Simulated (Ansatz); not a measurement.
`[Cl][Ga-]1([Cl])[O]C=CC=[O+]1` + `[F][Ga]([F])[Cl]` → `[F][Ga]([Cl])[Cl]` + `[F][Ga-]1([Cl])[O]C=CC=[O+]1` at 298.15 K and 1 bar (redistribution).

Program: Ansatz. Geometries: PBE0-D4/def2-TZVP. ΔE: electronic, gas phase. CBS: MP2 limit from def2 TZ/QZ plus the TZ coupled-cluster correction, frozen cores. For Ga outer-core shells are correlated without core-valence functions, which leaves a few kJ/mol of doubt a bond. Scalar relativity is left out up to krypton.

```
                        species  CCSD(T)/CBS energy (Eh)  H − E (kJ/mol)  S (J/(mol·K))
`[Cl][Ga-]1([Cl])[O]C=CC=[O+]1`              -3109.96110           187.2          403.2
             `[F][Ga]([F])[Cl]`              -2583.43598            30.3          312.8
            `[F][Ga]([Cl])[Cl]`              -2943.43698            29.0          323.9
 `[F][Ga-]1([Cl])[O]C=CC=[O+]1`              -2749.96297           188.6          397.4
```

H − E and S are ideal-gas, rigid-rotor, harmonic terms from PBE0-D4/def2-TZVP. 1 Eh = 2625.50 kJ/mol, R = 8.31446 J/(mol·K).

Question: By hand: ΔE, ΔH, ΔS and ΔG.

Answer: ΔE = (-2943.43698) + (-2749.96297) − (-3109.96110) − (-2583.43598) = -0.00287 Eh = -7.5 kJ/mol. Δ(H − E) = 29.0 + 188.6 − 187.2 − 30.3 = 0.1, so ΔH = -7.4 kJ/mol. ΔS = 323.9 + 397.4 − 403.2 − 312.8 = 5.3 J/(mol·K). ΔG = -7.4 − 298.15 × (5.3)/1000 = -9.0 kJ/mol.

Question: By hand: the equilibrium constant, and the temperature at which ΔG would vanish if ΔH and ΔS stayed fixed.

Answer: log₁₀ K = −ΔG/(RT ln 10) = 1.6. ΔH and −TΔS have one sign here, so there is no such temperature.

The number of gas molecules stays the same, so ΔS is small and ΔH decides. A doubt of 5 kJ/mol in ΔE shifts log₁₀ K by 0.9 here. Modes under 60 cm⁻¹, often nearly free rotors, make the harmonic entropy too high. These are equilibria of isolated gas molecules and say nothing of rates. Largest T1 diagnostic: 0.017 (customary marks: 0.02 for closed shells, 0.045 for open ones).

ΔS is within the doubt of such terms, so its sign, and with it that verdict, could turn.
